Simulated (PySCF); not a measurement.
H9NSi3, AlClH3OSi (calculated)

Computed with PySCF 2.14.0. Calculation on a computer-drawn molecule: optimised geometry and harmonic frequencies of an isolated molecule of the commonest isotopes, restricted reference for singlets and unrestricted otherwise, frozen core in MP2.

Common to all runs: multiplicity 1; method HF; basis cc-pV(D+d)Z.

```yaml
- entry: 1
  formula: H9NSi3
  start_structure:
    atoms_angstrom:
      - [Si, -0.1208, -0.5964, -1.305]
      - ["N", 1.4086, 0.054, -1.7055]
      - [Si, 1.4382, 1.4243, -2.6433]
      - [Si, 2.8847, -0.9059, -1.507]
      - [H, 0.0539, -1.5119, -0.0771]
      - [H, -1.0206, 0.4306, -1.0142]
      - [H, -0.6267, -1.5618, -2.3581]
      - [H, 1.2779, 1.168, -4.0903]
      - [H, 0.3172, 2.313, -2.291]
      - [H, 2.7156, 2.1049, -2.4766]
      - [H, 4.0047, 0.0763, -1.4203]
      - [H, 3.0007, -1.7531, -2.667]
      - [H, 2.7475, -1.7256, -0.2899]
  given:
    charge: 0
    drawn_bonds_atom: [1, 2, 2, 1, 1, 1, 3, 3, 3, 4, 4, 4]
    drawn_bonds_other_atom: [2, 3, 4, 5, 6, 7, 8, 9, 10, 11, 12, 13]
    drawn_bonds_order: [1, 1, 1, 1, 1, 1, 1, 1, 1, 1, 1, 1]
  results:
    optimised_atom_element: [Si, "N", Si, Si, H, H, H, H, H, H, H, H, H]
    "optimised_atom_x [angstrom]": [-0.1243, 1.391, 1.41, 2.887, -0.1319, -1.202, -0.3884, 0.612, 0.8666, 2.818, 3.824, 3.563, 2.557]
    "optimised_atom_y [angstrom]": [-0.7021, -0.03731, 1.484, -0.8932, -0.8499, 0.2318, -2.03, 1.409, 2.582, 1.787, -0.0794, -1.254, -2.131]
    "optimised_atom_z [angstrom]": [-1.267, -1.834, -2.698, -1.538, 0.2052, -1.666, -1.865, -3.942, -1.868, -3.042, -0.7313, -2.804, -0.7947]
    "modes_frequency [cm^-1]": [88.54, 88.6, 128.6, 196.8, 200.3, 200.3, 500.2, 709.1, 728.2, 728.3, 744.1, 744.1, 813.6, 1010, 1010, 1024, 1024, 1030, 1043, 1051, 1051, 1073, 1073, 1114, 2302, 2305, 2305, 2309, 2312, 2312, 2319, 2319, 2333]
    "modes_reduced_mass [dalton]": [1.052, 1.052, 1.152, 2.221, 3.896, 3.881, 6.911, 1.125, 1.481, 1.48, 1.11, 1.11, 1.351, 1.815, 1.814, 1.047, 1.047, 1.059, 1.036, 1.107, 1.107, 1.51, 1.511, 1.116, 1.049, 1.051, 1.051, 1.052, 1.042, 1.042, 1.026, 1.026, 1.021]
    "rotational_constants [GHz]": [3.07, 3.07, 1.621]
    "total_energy [hartree]": -926.5621
    "convergence_status_largest_gradient_component [hartree/bohr]": 1.796e-05
- entry: 2
  formula: AlClH3OSi
  start_structure:
    atoms_angstrom:
      - [Si, 1.6105, -0.4559, 1.6268]
      - [O, 0.5218, -1.7679, 1.8773]
      - [Al, -0.4906, -3.0892, 2.118]
      - [Cl, -1.6974, -4.6449, 2.4179]
      - [H, 2.6864, -0.7697, 2.482]
      - [H, 1.8417, -0.6059, 0.1141]
      - [H, 0.7067, 0.6441, 1.9462]
  given:
    charge: 1
    drawn_bonds_atom: [1, 2, 3, 1, 1, 1]
    drawn_bonds_other_atom: [2, 3, 4, 5, 6, 7]
    drawn_bonds_order: [1, 1, 1, 1, 1, 1]
  results:
    optimised_atom_element: [Si, O, Al, Cl, H, H, H]
    "optimised_atom_x [angstrom]": [1.538, 0.4899, -0.4837, -1.705, 2.695, 1.881, 0.7633]
    "optimised_atom_y [angstrom]": [-0.5084, -1.845, -3.088, -4.647, -0.726, -0.5585, 0.6837]
    "optimised_atom_z [angstrom]": [1.589, 1.863, 2.117, 2.434, 2.465, 0.1641, 1.95]
    "modes_frequency [cm^-1]": [78.6, 78.63, 205.0, 205.0, 393.4, 705.5, 768.6, 768.6, 1029, 1030, 1030, 1239, 2385, 2399, 2399]
    "modes_reduced_mass [dalton]": [7.494, 7.495, 10.29, 10.29, 13.59, 21.38, 1.173, 1.173, 1.162, 1.055, 1.055, 8.502, 1.014, 1.055, 1.055]
    "rotational_constants [GHz]": [83.8, 1.006, 1.006]
    "total_energy [hartree]": -1066.8607
    "convergence_status_largest_gradient_component [hartree/bohr]": 3.331e-05
```
